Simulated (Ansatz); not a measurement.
CeO$_{2}$ (SMILES [O]=[Ce]=[O]), singlet, geometry from GFN2-xTB (such geometries of metal compounds can be far from the true shape) (core potentials on Ce); Ansatz (a first-principles code) with HF/def2-TZVP.

The Ansatz input:
Ansatz 0.2 input:
```yaml
crystal:
  periodic: [false, false, false]
  atoms:
    - {symbol: Ce, position_ang: [-0.16924966, 0.08770245, -0.18012469]}
    - {symbol: O, position_ang: [1.87597302, -0.06772443, -0.41145043]}
    - {symbol: O, position_ang: [-0.64891296, -0.56811834, 1.71735447]}
basis:
  gaussian:
    orbitals: def2-TZVP
    point_charges:
      - {charge: 1.0, position_ang: [-1.7428, 0.5168, -3.7941]}
hamiltonian:
  xc: hf
```

The log (banner, timings and long lists left out):

```
Functional definition: HF
1373 factors; their error is unknown
mean field evaluation 1: about -16931.2335 eV, gradient 1.2e2 eV
mean field evaluation 2: about -15657.9682 eV, gradient 9.9e2 eV
mean field evaluation 4: about -16954.4675 eV, gradient 5.0e1 eV
mean field evaluation 8: about -16959.7778 eV, gradient 1.1e0 eV
mean field evaluation 16: about -16959.9153 eV, gradient 7.2e-2 eV
mean field evaluation 32: about -16951.9452 eV, gradient 2.5e1 eV
mean field evaluation 64: about -16951.6904 eV, gradient 2.2e1 eV
mean field evaluation 96: about -16955.4341 eV, gradient 2.7e1 eV
mean field evaluation 128: about -16951.0694 eV, gradient 1.2e1 eV
mean field evaluation 160: about -16950.6787 eV, gradient 9.0e0 eV
mean field evaluation 192: about -16948.1391 eV, gradient 2.8e1 eV
mean field evaluation 224: about -16949.6994 eV, gradient 2.1e1 eV
mean field evaluation 256: about -16959.9151 eV, gradient 5.7e-1 eV
mean field -16959.91532086 eV, -623.2653921980 hartree, gradient 7.6e-5 eV, S^2 0.000000; 0 other end points of the search recorded, 0 dependent functions left out
reference -16959.91532086 eV, -623.2653921980 hartree; 23, 23 occupied and 132, 132 virtual orbitals, 1373 factors
Total energy: -16959.91532086 eV, -623.2653921980 hartree
```
